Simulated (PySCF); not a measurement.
Cl$_{5}$Ta, singlet, geometry from GFN2-xTB (such geometries of metal compounds can be far from the true shape) (core potentials on Ta). Base run: DF-B3LYP/def2-SV(P) in PySCF.

The PySCF input:
```python
from pyscf import gto, scf, dft

mol = gto.M(
    atom='''
Ta   -0.000000    0.000000    0.000000
Cl    1.598611   -0.605869    1.553475
Cl   -1.598611    0.605869   -1.553475
Cl    0.280325    2.170207    0.557931
Cl    1.250524   -0.913981   -1.643319
Cl   -1.530849   -1.256226    1.085388
''',
    basis='def2-sv(p)',
    ecp={'Ta': 'def2-sv(p)'},
    charge=0,
    spin=0,
    verbose=4,
)

mf = dft.RKS(mol)
mf.xc = 'b3lyp'
mf = mf.density_fit(auxbasis='def2-universal-jkfit')
mf.kernel()
```

The base run was repeated with changes; each row names its change, and settings that it needs were set with it.

```
change                                                                                                                                                                                  basis functions        E (Eh)  HOMO (eV)  HOMO-LUMO gap (eV)  dipole (D)                outcome
--------------------------------------------------------------------------------------------------------------------------------------------------------------------------------------  ---------------  ------------  ---------  ------------------  ----------  ---------------------
base                                                                                                                                                                                                115   -2357.65506      -8.89                4.97        0.00              converged
basis = ANO-RCC-VDZP; relativity = none (without ecp={'Ta': 'def2-sv(p)'}; without mf = mf.density_fit(auxbasis='def2-universal-jkfit'))                                                              -             -          -                   -           -  cut at the time limit
basis = x2c-SVPall; relativity = none (without ecp={'Ta': 'def2-sv(p)'}; without mf = mf.density_fit(auxbasis='def2-universal-jkfit'))                                                              156  -15589.29352      -7.01                1.10        0.64              converged
basis = x2c-SVPall; relativity = spin-free X2C; nucleus = Gaussian (with nucmod='G'; without ecp={'Ta': 'def2-sv(p)'}; without mf = mf.density_fit(auxbasis='def2-universal-jkfit'))                156  -17912.61103      -8.82                4.83        0.00              converged
basis = ANO-RCC-VDZP; relativity = spin-free X2C; nucleus = Gaussian (with nucmod='G'; without ecp={'Ta': 'def2-sv(p)'}; without mf = mf.density_fit(auxbasis='def2-universal-jkfit'))              158  -17913.78162      -8.90                4.89        0.00              converged
basis = ANO-RCC-VDZP; relativity = spin-free X2C (without ecp={'Ta': 'def2-sv(p)'}; without mf = mf.density_fit(auxbasis='def2-universal-jkfit'))                                                   158  -17915.85630      -8.90                4.89        0.00              converged
basis = x2c-SVPall; relativity = spin-free X2C (without ecp={'Ta': 'def2-sv(p)'}; without mf = mf.density_fit(auxbasis='def2-universal-jkfit'))                                                     156  -17914.31413      -8.82                4.83        0.00              converged
```

Total energies compare only within one method and basis.

Basis sets contracted for a relativistic Hamiltonian are a mismatch without it, so the rows without relativity aren't non-relativistic limits. No row has spin-orbit coupling; sets with core potentials leave out the core electrons.
